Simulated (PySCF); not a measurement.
C₂BFN₂O₂, SMILES O=C=NB(F)N=C=O. Atoms are numbered in the order given.

```xyz
8

B      0.0000     0.0000    -0.8373
F      0.0000     0.0000    -2.1599
N      0.0000    -1.2349    -0.1492
C      0.0000    -2.2120     0.5417
O      0.0000    -3.1712     1.2009
N      0.0000     1.2349    -0.1492
C      0.0000     2.2120     0.5417
O      0.0000     3.1712     1.2009
```

Geometry optimised at PBE0-D3(BJ)/def2-SVP. Other conformers were not sampled.

Level of theory: PBE/def2-TZVP (PySCF).

Symmetry labels are those of the subgroup C2v that the program uses (full group C2v).

Computed valence orbital energies around the gap with their symmetry:
| orbital | symmetry | energy (eV) |
|---|---|---|
| HOMO−7 | A1 | -11.91 |
| HOMO−6 | B2 | -11.88 |
| HOMO−5 | B1 | -11.39 |
| HOMO−4 | B2 | -10.45 |
| HOMO−3 | B1 | -8.73 |
| HOMO−2 | A1 | -8.38 |
| HOMO−1 | A2 | -7.99 |
| HOMO | B2 | -7.61 |
| LUMO | B1 | -2.56 |
| LUMO+1 | A1 | -0.74 |
| LUMO+2 | A1 | -0.36 |
| LUMO+3 | A2 | 0.10 |
